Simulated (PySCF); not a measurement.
# MgBr⁻: frontier orbitals

PBE0 at R = 2.683 Å; basis Mg aug-pcseg-1, Br aug-pcseg-1; no relativity; PySCF 2.14. State: ¹Σ⁺ (singlet), closed shell. Only the outer orbitals are listed, counted within each symmetry.

```json
{"orbital": "4π", "occ.": "2", "ε (eV)": "-46.55", "on Mg (%)": "100", "main shells (%)": "100 Mg p"}
{"orbital": "4π", "occ.": "2", "ε (eV)": "-46.55", "on Mg (%)": "100", "main shells (%)": "100 Mg p"}
{"orbital": "9σ", "occ.": "2", "ε (eV)": "-46.49", "on Mg (%)": "100", "main shells (%)": "100 Mg p"}
{"orbital": "10σ", "occ.": "2", "ε (eV)": "-15.13", "on Mg (%)": "1", "main shells (%)": "99 Br s"}
{"orbital": "11σ", "occ.": "2", "ε (eV)": "-3.96", "on Mg (%)": "13", "main shells (%)": "86 Br p, 11 Mg s"}
{"orbital": "5π", "occ.": "2", "ε (eV)": "-3.00", "on Mg (%)": "1", "main shells (%)": "99 Br p"}
{"orbital": "5π", "occ.": "2", "ε (eV)": "-3.00", "on Mg (%)": "1", "main shells (%)": "99 Br p"}
{"orbital": "12σ", "occ.": "2", "ε (eV)": "-0.32", "on Mg (%)": "101", "main shells (%)": "94 Mg s"}
{"orbital": "13σ", "occ.": "0", "ε (eV)": "2.81", "on Mg (%)": "102", "main shells (%)": "102 Mg s"}
{"orbital": "6π", "occ.": "0", "ε (eV)": "3.10", "on Mg (%)": "107", "main shells (%)": "107 Mg p"}
{"orbital": "6π", "occ.": "0", "ε (eV)": "3.10", "on Mg (%)": "107", "main shells (%)": "107 Mg p"}
```

Question: Which are the highest filled and the lowest empty level, where do they sit, and how wide is the gap?

Answer: Highest filled 12σ at -0.32 eV (in %: 94 Mg s); lowest empty 13σ at 2.81 eV (in %: 102 Mg s); the gap at PBE0 is 3.13 eV. An empty level above zero is unbound, and its energy depends on the basis.

```json
{"bond order (Mayer)": "-0.05", "⟨S²⟩": "0.000", "charge on Mg (Mulliken, basis-dependent)": "-0.34", "charge on Mg (Löwdin, basis-dependent)": "-0.11", "dipole moment (positive dipole points towards Br; it is taken about the centre of mass and depends on that origin)": "4.93 D", "polarisability along the bond": "186.2 bohr³", "polarisability across the bond": "149.3 bohr³"}
```

Shares are Mulliken populations and can fall outside 0 to 100 %.
